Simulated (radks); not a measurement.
Task: All-electron atom: the ytterbium ion Yb3+ in [Xe] 4f13. Method: Dirac Kohn-Sham, BLYP, spin-unpolarised, spherical densities, finite nucleus; open shells fill j = l - 1/2 first; Fermi nuclear charge, rms radius 5.3108 fm; computed with a radial shooting solver on a logarithmic mesh with Libxc functionals.

Spin-orbit splittings of the eigenvalues, e(l+1/2) - e(l-1/2), with zeta = 2 splitting/(2l+1) and mean radii in bohr:

shell  occ.  splitting (eV)  zeta (eV)  <r> j=l-1/2  <r> j=l+1/2
2p        6               ?          ?      0.06872      0.07622
3p        6           222.2      148.2       0.2061       0.2201
3d       10           48.56      19.42       0.1935       0.1978
4p        6           50.46      33.64       0.4952       0.5274
4d       10           9.207      3.683       0.5522       0.5635
4f       13           1.397     0.3991       0.7260       0.7399
5p        6           6.659      4.439        1.323        1.425

Estimate the 2p splitting.

Result: 1047 eV (zeta = 698.2 eV).
